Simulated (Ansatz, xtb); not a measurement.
Relaxing a trial structure of C3H7AlOS

The starting geometry of this gas-phase singlet was built from a drawn formula by distance geometry and a force field; its bonds are those of `[CH3][Al]([SH])[CH2]C=O`.

```yaml
atoms:
  - { symbol: C, position_ang: [-1.5463, 0.2341, -1.0949] }
  - { symbol: C, position_ang: [0.6751, -1.1092, 1.1481] }
  - { symbol: C, position_ang: [2.0650, -1.5116, 0.7514] }
  - { symbol: Al, position_ang: [0.0472, 0.4382, 0.0236] }
  - { symbol: O, position_ang: [3.0336, -0.7719, 0.9870] }
  - { symbol: S, position_ang: [1.1346, 2.3942, 0.0565] }
  - { symbol: H, position_ang: [-1.2503, 0.3912, -2.1678] }
  - { symbol: H, position_ang: [-2.3004, 0.9817, -0.8143] }
  - { symbol: H, position_ang: [-1.9577, -0.8498, -0.9612] }
  - { symbol: H, position_ang: [1.9870, 1.9726, -0.9902] }
  - { symbol: H, position_ang: [0.6904, -0.7984, 2.2581] }
  - { symbol: H, position_ang: [-0.0099, -1.9626, 1.0103] }
  - { symbol: H, position_ang: [2.2217, -2.4576, 0.2540] }
```

Predict what it relaxes into with r2SCAN-D4/def2-SVP.

It keeps its bonds, and is `[CH3][Al]([SH])[CH2]C=O`.

The energy falls by 0.73 eV over 39 steps:

```tsv
step	E − E(last) (eV)
1	0.728
5	0.365
9	0.091
14	0.014
18	0.008
22	0.007
26	0.003
31	0.001
35	0.000
39	0.000
```

Final geometry (Å):

```xyz
13

C    -1.7432    0.2431   -1.0567
C     0.7606   -1.1502    0.8696
C     2.2232   -1.2596    0.6866
Al    0.0079    0.3435   -0.2180
O     3.0407   -0.4599    1.1027
S     1.2675    2.1167   -0.3066
H    -1.7680   -0.5436   -1.8312
H    -2.0364    1.1909   -1.5355
H    -2.5257   -0.0187   -0.3233
H     2.2358    1.5011    0.4266
H     0.5384   -0.7778    1.8888
H     0.2277   -2.0966    0.6878
H     2.5614   -2.1383    0.0696
```

From the same start GFN2-xTB ends elsewhere, differing in C2–Al4 (3.86 against 2.00 Å here), Al4–O5 (1.66 against 3.40 Å here).

No frequencies were run, so the end isn't proven a minimum. Run with Ansatz 0.2.0, 2.8 min on 2 threads of Arm Neoverse V1, with other jobs on the host.
